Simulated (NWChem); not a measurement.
Molecule: MoHO$_{3}$, doublet; SMILES [O]=[Mo](=[O])[OH]

```xyz
5

Mo    -0.0565    -0.0374     0.0032
O      1.4207    -0.8432    -0.0008
O     -1.3918    -1.0598    -0.0012
O     -0.2700     1.8226     0.0002
H      0.3045     2.5959    -0.0035
```
Atoms are numbered in this order, from 1.

This is a stationary point of PBE0/def2-SVP with def2 effective core potentials on Mo, spin-unrestricted (NWChem), point group Cs. This spin state was assumed; another may lie lower. def2 effective core potentials on Mo; no spin-orbit coupling.

Task: Is it a minimum? If not, what does it relax to?

Result: No. It has an imaginary frequency of 100i cm⁻¹. Following that mode (on a finer grid) lowers the energy by 0.9 kcal/mol and ends, with real frequencies alone, at point group C1:
```xyz
5

Mo     0.0012    -0.0491    -0.2208
O      1.4589    -0.7913     0.1557
O     -1.3089    -1.0035     0.2118
O     -0.1840     1.7924     0.0030
H      0.3381     2.5019     0.3924
```
